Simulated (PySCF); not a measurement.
## Ionisation energy of Ni²⁺ by level of theory

Ni²⁺ [Ar] 3d8 (3F) → Ni³⁺ [Ar] 3d7 (4F), as a difference of total energies. Computed with PySCF 2.14 in def2-QZVPPD, with the non-relativistic Hamiltonian (point nucleus). Correlated levels: valence: [Ar] frozen; valence and next inner shell: [Ne] frozen. The calculations carry no spin-orbit coupling.

```tsv
method	ionisation energy (eV)	plus first-order spin-orbit estimate	difference from reference of that sum (eV)
UHF	32.874	32.861	-2.326
LDA	36.548	36.534	+1.347
PBE	36.076	36.063	+0.876
PBE0	35.581	35.568	+0.381
r2SCAN	35.723	35.709	+0.522
BLYP	36.098	36.085	+0.898
B3LYP	35.909	35.896	+0.709
B2PLYP	35.450	35.437	+0.250
BP86	36.185	36.172	+0.985
MP2 (valence)	35.182	35.169	-0.018
SCS-MP2 (valence)	35.121	35.108	-0.079
MP2 (valence and next inner shell)	35.684	35.671	+0.484
SCS-MP2 (valence and next inner shell)	35.461	35.448	+0.261
```

Reference: 35.187 ± 0.019 eV (measured; NIST Atomic Spectra Database, ionization energies).

A first-order spin-orbit estimate (lowest level to lowest level, LS coupling) adds -0.013 eV.

These non-relativistic numbers lack the scalar-relativistic shift.

Errors of the correlated levels include the incompleteness of this basis and the frozen core.
